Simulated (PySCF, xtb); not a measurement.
MgF2, SMILES [F][Mg][F].

GFN2-xTB (xtb 6.7.1) at its own geometry gives an orbital gap of 2.51 eV and a dipole moment of 0.26 D.

Coordinates come from a PBE0-D3(BJ)/def2-TZVP optimisation. The isomer is the one that the SMILES or the coordinates give; other isomers of the formula were not compared.

Problem. What does ωB97X/def2-TZVPD (PySCF) give? (An estimate is asked for; the answer gives what the named calculation found.)

Solution. gap 13.09 eV (levels -12.88 and 0.20 eV), dipole 0.00 D.
